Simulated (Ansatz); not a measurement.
Geometry optimisation, RKS B3LYP-D4/def2-SVP (Ansatz 0.2.0).

Input:

```yaml
crystal:
  periodic: [false, false, false]
  atoms:
    - { symbol: C, position_ang: [0.1668, 1.7199, -0.2534] }
    - { symbol: C, position_ang: [0.2079, 0.5153, 0.2301] }
    - { symbol: Si, position_ang: [0.7236, 0.1164, 1.9398] }
    - { symbol: Si, position_ang: [-0.0746, -1.0285, -0.6773] }
    - { symbol: "N", position_ang: [-0.923, -0.6726, -2.1551] }
    - { symbol: H, position_ang: [-0.1908, 1.9685, -1.2934] }
    - { symbol: H, position_ang: [0.3837, 2.6473, 0.3315] }
    - { symbol: H, position_ang: [1.1724, 1.3807, 2.6565] }
    - { symbol: H, position_ang: [1.9362, -0.7734, 1.9779] }
    - { symbol: H, position_ang: [-0.3474, -0.5292, 2.7274] }
    - { symbol: H, position_ang: [1.0648, -1.7917, -0.9899] }
    - { symbol: H, position_ang: [-1.0867, -1.8852, 0.0737] }
    - { symbol: H, position_ang: [-1.8548, -0.1773, -1.9443] }
    - { symbol: H, position_ang: [-1.191, -1.5193, -2.5947] }
basis:
  gaussian: { orbitals: def2-SVP }
hamiltonian:
  xc: b3lyp
  dispersion: d4
relax:
  f_tol: 0.015
  max_steps: 40
```

Launched with:

```bash
$ ansatz run input.yaml --threads 2 --pin off --max-ram 3072MiB --backend cpu --events-out ev --progress --plain --runs-dir out
```

**Question.** Where does it end, and by what steps?

**Answer.** It converged. After 11 steps the energy has fallen by 0.694 eV; H14 moved furthest, 0.61 Å.

| step | energy less start (eV) | largest force component (eV/Å) | accepted |
| --- | --- | --- | --- |
| 0 | 0.0000 | 3.576 | yes |
| 1 | -0.5258 | 1.098 | yes |
| 2 | -0.5434 | 1.380 | yes |
| 3 | -0.6505 | 0.418 | yes |
| 4 | -0.6803 | 0.177 | yes |
| 5 | -0.6869 | 0.282 | yes |
| 6 | -0.6896 | 0.167 | yes |
| 7 | -0.6734 | 0.897 | no |
| 8 | -0.6927 | 0.159 | yes |
| 9 | -0.6941 | 0.075 | yes |
| 10 | -0.6943 | 0.038 | yes |
| 11 | -0.6944 | 0.004 | yes |

```xyz
14
Properties=species:S:1:pos:R:3
C 0.137 1.615 -0.241
C 0.231 0.393 0.318
Si 0.816 0.211 2.094
Si -0.239 -1.114 -0.708
N -1.075 -0.612 -2.145
H -0.208 1.744 -1.276
H 0.397 2.535 0.298
H 1.233 1.542 2.629
H 1.971 -0.734 2.176
H -0.270 -0.343 2.958
H 0.973 -1.855 -1.166
H -1.013 -2.037 0.186
H -2.019 -0.239 -2.090
H -0.945 -1.135 -3.005
```

Run time: 33 s on 2 threads of Intel(R) Xeon(R) Platinum 8488C (Sapphire Rapids) (shared host), peak memory 0.32 GiB.
